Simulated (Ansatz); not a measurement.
Ansatz (a program for electronic structure) input (BLYP/6-31G*):

Ansatz 0.2 input:
```yaml
crystal:
  periodic: [false, false, false]
  atoms:
    - {symbol: Ge, position_ang: [1.74966300, -0.28438600, 0.18110800]}
    - {symbol: C, position_ang: [-0.15039600, -0.13306000, -0.12047900]}
    - {symbol: C, position_ang: [-0.99637200, -1.10087600, -0.62383400]}
    - {symbol: C, position_ang: [-2.35844300, -0.71667900, -0.63021800]}
    - {symbol: C, position_ang: [-2.55195100, 0.53740100, -0.11666100]}
    - {symbol: S, position_ang: [-1.06966000, 1.24998700, 0.36889400]}
    - {symbol: H, position_ang: [2.34713000, -1.21665100, -0.89879100]}
    - {symbol: H, position_ang: [2.40535500, 1.11525700, 0.14781300]}
    - {symbol: H, position_ang: [-0.64357500, -2.05754000, -0.98354700]}
    - {symbol: H, position_ang: [-3.16079300, -1.33742700, -1.00231700]}
    - {symbol: H, position_ang: [-3.47981400, 1.07620200, -0.01377800]}
basis:
  gaussian:
    orbitals: 6-31G*
hamiltonian:
  xc: {name: BLYP}
magnetization: {spin_polarized: true, initial_magnetization: 1}
output: {forces: true}
```

Output:

```
Functional definition: BLYP
integrals: 0.08 GiB planned
1441 factors; their error is unknown
mean field: 0.55 GiB planned
mean field evaluation 1: about -71558.7752 eV, gradient 5.3e1 eV
mean field evaluation 2: about -71482.5710 eV, gradient 1.2e2 eV
mean field evaluation 4: about -71571.5552 eV, gradient 1.3e1 eV
mean field evaluation 8: about -71572.7930 eV, gradient 2.4e-1 eV
mean field evaluation 16: about -71572.6998 eV, gradient 3.1e-3 eV
mean field -71572.69978750 eV, -2630.2482034722 hartree, gradient 3.5e-5 eV, S^2 0.752051; 0 other end points of the search recorded, 0 dependent functions left out
the calculation of the forces begins
reference -71572.70014825 eV, -2630.2482167296 hartree; 39, 38 occupied and 85, 86 virtual orbitals, 1441 factors
Total energy: -71572.70014825 eV, -2630.2482167296 hartree
Atom 0 at     1.749663    -0.284386     0.181108 Å, force     0.064377    -0.148138     0.365529 eV/Å
Atom 1 at    -0.150396    -0.133060    -0.120479 Å, force     0.763863    -0.057616    -0.031380 eV/Å
Atom 2 at    -0.996372    -1.100876    -0.623834 Å, force    -0.184033    -0.425293    -0.178986 eV/Å
Atom 3 at    -2.358443    -0.716679    -0.630218 Å, force    -0.122652    -0.444229    -0.206888 eV/Å
Atom 4 at    -2.551951     0.537401    -0.116661 Å, force    -0.504396     0.239630     0.050786 eV/Å
Atom 5 at    -1.069660     1.249987     0.368894 Å, force     0.250792     1.095860     0.522926 eV/Å
Atom 6 at     2.347130    -1.216651    -0.898791 Å, force     0.117838    -0.157381    -0.240166 eV/Å
Atom 7 at     2.405355     1.115257     0.147813 Å, force     0.138269     0.279229    -0.045402 eV/Å
Atom 8 at    -0.643575    -2.057540    -0.983547 Å, force     0.129098    -0.354906    -0.128986 eV/Å
Atom 9 at    -3.160793    -1.337427    -1.002317 Å, force    -0.302640    -0.240206    -0.146455 eV/Å
Atom 10 at    -3.479814     1.076202    -0.013778 Å, force    -0.350515     0.213048     0.039022 eV/Å
Dipole moment:    -0.291905    -0.072999    -0.098654 e Å
```

The geometry given is a B3LYP-D3(BJ)/def2-TZVP minimum.
